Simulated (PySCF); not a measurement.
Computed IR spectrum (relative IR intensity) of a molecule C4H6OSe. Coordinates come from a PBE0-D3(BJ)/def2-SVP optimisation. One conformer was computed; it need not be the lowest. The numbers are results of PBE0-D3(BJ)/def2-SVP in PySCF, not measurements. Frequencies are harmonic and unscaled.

Lines under 2 % of the strongest are left out, and lines within 2 cm⁻¹ are merged.

ν (cm⁻¹): 218 (w), 435 (vw), 594 (w), 725 (vw), 733 (vw), 810 (w), 906 (vw), 923 (m), 946 (vw), 1054 (vs), 1062 (s), 1185 (w), 1241 (w), 1278 (vw), 1419 (w), 1817 (w), 2449 (w), 3045 (m), 3099 (w), 3103 (w) (against the strongest line: vs over 80 %, s over 45 %, m over 15 %, w over 4 %, vw less)

Problem. Which molecule gave these data?
A) C[C@]1([SeH])C=CO1
B) C=C[Se]C(C)=O
C) C[C@@H]1[Se]CC1=O
D) C=C1CO[C@H]1[SeH]

Solution. D, C=C1CO[C@H]1[SeH]
